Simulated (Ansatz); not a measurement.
**Question.** Predict a relaxed structure of TeBr2, charge 0, singlet, at r2SCAN-D4/def2-TZVP (Ansatz).

**Answer.** 
Cartesian coordinates in Å:
```
Te 0.9206 -0.2302 -0.4669
Br -0.8592 1.3631 -1.1685
Br -0.0614 -1.1328 1.6354
```
Point group C2v (tolerance 0.1 Å). This is one stationary point.

In the def2 sets Te takes a core potential; there is no spin–orbit coupling.
